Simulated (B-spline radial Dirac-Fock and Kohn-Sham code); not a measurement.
# Photoemission from Ba at Al Kα (taken as 1486.9 eV), detector at θ = 54.7°, φ = 0°

System: atomic barium, [Xe] 6s2. Level of theory: Dirac-Hartree-Slater photoionisation with a Latter tail; cross sections with all multipoles, angular parameters from the dipole term and its interference with E2; a radial B-spline solver. Thresholds are tabulated edges, those marked * orbital energies of the model. For linearly polarised light dσ/dΩ = σ/(4π) [1 + β P₂(cos θ) + (δ + γ cos²θ) sin θ cos φ], with θ from the polarisation vector and φ the angle between the beam and the projection of the electron momentum on the plane normal to the polarisation. The dipole factor is 1 + βP₂ and the non-dipole term is the rest of the bracket. Open shells are filled statistically over j.

```
subshell  threshold (eV)  σ (kb)     β      γ       δ  dipole factor  non-dipole term  dσ/dΩ (kb/sr)
      3s          1293.0    53.6  1.98   0.80   0.000          1.002           +0.219           5.21
   3p1/2          1137.0    74.9  1.30   0.31   0.046          1.001           +0.123           6.70
   3p3/2          1063.0     163  1.36   0.21   0.028          1.001           +0.082           14.0
   3d3/2           795.7     238  1.10  -0.01   0.036          1.001           +0.026           19.5
   3d5/2           780.5     345  1.12   0.00   0.035          1.001           +0.030           28.3
      4s           253.5    15.4  1.98   0.15   0.000          1.002           +0.042           1.28
   4p1/2           192.0    18.1  1.69  -0.01  -0.001          1.001           -0.004           1.44
   4p3/2           178.6    36.9  1.70  -0.03   0.001          1.001           -0.006           2.92
   4d3/2           92.60    32.5  1.36   0.16   0.034          1.001           +0.071           2.77
   4d5/2           89.90    46.8  1.34   0.17   0.033          1.001           +0.075           4.01
      5s          37.79*    2.87  1.98   0.10   0.000          1.002           +0.027          0.235
   5p1/2          23.71*    2.76  1.72  -0.02  -0.002          1.002           -0.007          0.218
   5p3/2          21.39*    5.44  1.73  -0.03   0.001          1.002           -0.008          0.430
      6s           4.45*   0.260  1.98   0.09   0.000          1.002           +0.025         0.0212
```

Values without a named source are computed, but for edge energies of neutral atoms, which are taken from tables.
